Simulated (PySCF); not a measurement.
**Dipole response of Os²⁺ (osmium, charge +2)**

[Xe] 4f14 5d5 6s1, high-spin 7S determinant (an excited configuration). All numbers are calculated (PySCF 2.14, scalar relativity by spin-free X2C-1e, in ANO-RCC-VTZP). Coupled (time-dependent) response in atomic units; α is the mean over directions. The basis has no added diffuse functions, which lowers α and C₆.

```json
{"method": "PBE", "mean α (bohr³)": "17.34", "C₆ (like pair)": "114.1", "S(−4)": "124.5"}
```

S(−4) is the Cauchy moment in α(ω) = α(0) + S(−4) ω² + …

α(iu) at PBE:

```csv
u (hartree),α(iu) (bohr³)
0,17.34
0.0500,17.03
0.100,16.20
0.200,13.75
0.300,11.32
0.500,7.951
0.750,5.725
1.00,4.479
1.50,3.071
2.00,2.258
3.00,1.368
5.00,0.6664
```

A single London oscillator, α(iu) = α/(1 + u²/ω²), gives C₆ = (3/4) ω α². Matching the computed C₆ needs ω = 4 × 114.1 / (3 × 17.34²) = 0.506 hartree.

For an ion, C₆ is the dispersion term alone; charge-induced terms of lower order in 1/R come first.

Spin-orbit coupling, which splits the p, d and f shells strongly at this Z, is absent.
